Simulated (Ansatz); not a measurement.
`FB(Cl)C[SiH3]`, charge 0, multiplicity 1.

Give a relaxed structure at PBE0-D4/def2-TZVP (Ansatz 0.2.0). (Best estimate.)

Ansatz gave: 
Z-matrix (Å, degrees):
```
C
Si 1 1.890
B 1 1.542 2 111.6
H 1 1.094 2 106.9 3 -121.3
H 1 1.093 2 106.1 3 121.9
H 2 1.486 1 109.3 3 176.7
H 2 1.485 1 110.0 3 -63.3
H 2 1.486 1 110.1 3 57.0
Cl 3 1.761 1 122.2 2 85.4
F 3 1.321 1 121.3 2 -92.3
```
This is one stationary point; other conformers may exist.
